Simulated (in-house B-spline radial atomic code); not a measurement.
A fraction x of an electron is removed from 3d in the nickel ion Ni³⁺, starting from [Ar] 3d7 and keeping the highest spin. All numbers are computed (non-relativistic BHandHLYP, spin-polarised, spherical fractional occupations; point nucleus) with a B-spline radial code for spherical atoms, not measured.

Caution: exact exchange at fractional occupations of open shells leaves self-interaction of up to several eV.

```json
{"x": "0", "E(x) - E(0) (eV)": "0.0000", "3d down level (eV)": "-43.668"}
{"x": "0.04", "E(x) - E(0) (eV)": "1.7601", "3d down level (eV)": "-44.339"}
{"x": "0.2", "E(x) - E(0) (eV)": "9.0709", "3d down level (eV)": "-47.054"}
{"x": "0.3", "E(x) - E(0) (eV)": "13.8623", "3d down level (eV)": "-48.777"}
{"x": "0.42", "E(x) - E(0) (eV)": "19.8407", "3d down level (eV)": "-50.869"}
{"x": "0.5", "E(x) - E(0) (eV)": "23.9665", "3d down level (eV)": "-52.278"}
{"x": "0.58", "E(x) - E(0) (eV)": "28.2056", "3d down level (eV)": "-53.700"}
{"x": "0.67", "E(x) - E(0) (eV)": "33.1111", "3d down level (eV)": "-55.314"}
{"x": "0.76", "E(x) - E(0) (eV)": "38.1625", "3d down level (eV)": "-56.942"}
{"x": "0.9", "E(x) - E(0) (eV)": "46.3133", "3d down level (eV)": "-59.504"}
{"x": "1", "E(x) - E(0) (eV)": "52.3562", "3d down level (eV)": "-61.356"}
```

The exact functional would give a straight line between the two integer points. Deviations E(x) - E(0) - x[E(1) - E(0)], in eV: -0.334 at x = 0.04, -1.4 at x = 0.2, -1.845 at x = 0.3, -2.149 at x = 0.42, -2.212 at x = 0.5, -2.161 at x = 0.58, -1.968 at x = 0.67, -1.628 at x = 0.76, -0.807 at x = 0.9.

The curve lies below the straight line by up to 2.212 eV (at x = 0.5): convex, the delocalisation error, to which spherically averaged exact exchange adds.

(1) How well does Slater's transition state (minus the level at half occupation) give the ionisation energy?

Answers

(1) It gives 52.278 eV against 52.356 eV from the two total energies; NIST lists 54.92 eV, ground level to ground level. The end point has an open shell averaged over its orbitals, so its exact exchange keeps a self-interaction and this is no true integer point.
